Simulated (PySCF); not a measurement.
**From computed data to an observable: refractive index and permittivity of the vapour**

chlorobenzene (C₆H₅Cl), SMILES Clc1ccccc1.

Geometry: PBE-D3(BJ)/def2-SVP.

PBE/def2-TZVP in PySCF gives a mean static polarisability of 81.2 bohr³ and a dipole moment of 1.58 D. Take an ideal gas at 298.15 K and 1 bar, whether or not the substance is that volatile.

### Question
Work out n − 1 in the optical limit and the static ε − 1.

### Answer

Polarisability volume α' = 81.2 × 0.148185 = 12.03 Å³. Number density N = p/kT = 2.43e-5 Å⁻³.
Dilute limit of Lorentz–Lorenz: n − 1 = 2π N α' = 0.0018.
Orientation term of Debye: μ²/(3kT) = 8.098 Å³ × μ²(D²) = 20.22 Å³.
ε − 1 = 4π N (α' + μ²/3kT) = 0.0098. Orientation of the dipole supplies 63 % of the static response; it can't follow optical fields. Vibrational polarisation and dispersion are left out.
